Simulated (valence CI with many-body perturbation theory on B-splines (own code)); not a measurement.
## Which ion has this spectrum?

A relativistic CI+MBPT calculation for an atom or ion with 16 electrons gives these levels (eV):

```
J  Parity       E     g
2    even    0.00  1.34
0    even   15.52      
1    even  147.69  1.49
2    even  155.70  1.14
2     odd  186.33  1.05
1     odd  192.09  1.14
0     odd  192.90      
3     odd  193.09  1.12
4     odd  224.57  1.27
2     odd  226.60  1.27
3     odd  244.47  1.18
1     odd  252.39  1.04
2     odd  289.48  1.46
1     odd  306.01  1.18
```

The energies are calculated, and their last digits are not significant.

(1) Which is it?
A. Nd44+
B. Sm46+
C. Eu47+
D. Pr43+

Answers

(1) B. Sm46+, ground level (3s^2 3p1/2^2 3p3/2^2) J=2.
